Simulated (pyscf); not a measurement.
## `[InH2]`, doublet

Gas-phase minimum from PySCF at ωB97X-D3(BJ)/def2-SVP, one conformer. 

SMILES: [InH2]
```xyz
3

In     0.7149    -0.2015    -0.3678
H      1.9174     1.0671    -0.5650
H      0.3014    -0.7784     1.2417
```
Charge 0, spin multiplicity 2.

Bond lengths (Å): In1–H2 1.759, In1–H3 1.759. Bond angles (°): H2–In1–H3 120.0.

Properties at ωB97X-D3(BJ)/def2-SVP:

```
Property                                                                                                                              Value
---------------------------------------------------------------------------------------------------------------------  --------------------
Harmonic wavenumbers, unscaled                                                                                         638, 1660, 1707 cm⁻¹
Zero-point energy                                                                                                              5.7 kcal/mol
Rotational symmetry number                                                                                                                2
Entropy of this conformer at 298 K and 1 atm, rigid rotor and harmonic oscillator, modes under 100 cm⁻¹ raised to 100       234.1 J/(mol K)
Dipole moment                                                                                                                        0.44 D
Spin expectation value S2                                                                                                             0.754
```

Single-point totals, which compare only within one level (frozen core for MP2 and CC):

| level | total energy (hartree) |
|---|---|
| ωB97X-D3(BJ)/def2-TZVP | -191.34119 |
| PBE/def2-TZVP | -191.26861 |
| r²SCAN/def2-TZVP | -191.34242 |
| B3LYP-D3(BJ)/def2-TZVP | -191.34872 |
| PBE0-D3(BJ)/def2-TZVP | -191.27046 |
| M06-2X/def2-TZVP | -191.19576 |
| ωB97M-D3(BJ)/def2-TZVP | -191.30047 |
| UHF/def2-TZVPP | -190.32574 |
| MP2/def2-TZVPP | -190.60222 |
| CCSD/def2-TZVPP | -190.61210 |
| CCSD(T)/def2-TZVPP | -190.61896 |

The CCSD(T) − MP2 part came from Ansatz, without density fitting, on the same reference. The frozen core leaves the outer d or s,p core shells of the metals and heavy elements correlated in the MP2 and CC values, and def2-TZVPP describes them poorly, so these totals are far from the basis limit. Elements past Kr carry the def2 core potentials, without spin-orbit coupling.
